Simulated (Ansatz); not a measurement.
Two isomers of C2H6GeSi: A = `[SiH3]C#[C][GeH3]`, B = `[SiH3][C]1=[CH][GeH2]1`.

Computed with Ansatz on PBE0-D4/def2-TZVP structures; ΔE is electronic, products minus reactants. CBS: MP2 limit from def2 TZ/QZ plus the TZ coupled-cluster correction, frozen cores. DFT in def2-TZVPP. B3LYP here is the variant with VWN-RPA as its local correlation; programs differ in this. For Ge outer-core shells are correlated without core-valence functions, which leaves a few kJ/mol of doubt a bond. Scalar relativity is left out up to krypton.

A:

```xyz
10

Si   -0.345   -0.088   -2.434
C    -0.091   -0.027   -0.630
C     0.079    0.015    0.571
Ge    0.347    0.088    2.452
H     0.537   -1.127   -3.021
H    -1.762   -0.418   -2.722
H    -0.013    1.234   -3.021
H     1.285   -1.054    2.857
H    -1.011   -0.066    3.145
H     0.974    1.442    2.802
```

B:

Z-matrix (Å, degrees):
```
Si
C 1 1.843
H 1 1.489 2 111.7
H 1 1.486 2 109.0 3 120.8
H 1 1.486 2 109.0 3 -120.8
C 2 1.325 1 142.2 3 0.1
Ge 2 1.938 1 149.5 3 -180.0
H 6 1.084 2 136.2 1 -0.0
H 7 1.528 2 119.2 1 -76.9
H 7 1.528 2 119.2 1 77.0
```

(1) Which isomer does CCSD(T)/CBS put lower? Give the gap. (Best estimate.)

(2) Give E(B) − E(A) in kJ/mol with B2PLYP, r2SCAN-D4, CCSD/def2-TZVPP, B3LYP, PBE0-D4, ωB97M-V, CCSD(T)/def2-TZVPP. (Best estimate.)

Largest T1 diagnostic: 0.013.

Results:

(1) The calculation gave: A, by 65.3 kJ/mol.

(2) Ansatz gave: B2PLYP 77.3, r2SCAN-D4 56.4, CCSD/def2-TZVPP 78.0, B3LYP 74.9, PBE0-D4 48.3, ωB97M-V 64.9, CCSD(T)/def2-TZVPP 73.4. None reverses the order clearly.

In def2-TZVPP, CCSD(T) changes the Hartree–Fock value by −31.5 kJ/mol (the triples alone add −4.6 kJ/mol) and MP2 by −31.4 kJ/mol. The D4 term adds −4.6 kJ/mol with B3LYP and −2.3 kJ/mol with PBE0; it sums over pairs of atoms, weighted by their polarisabilities, and B3LYP, whose exchange is more repulsive, gets the larger term.
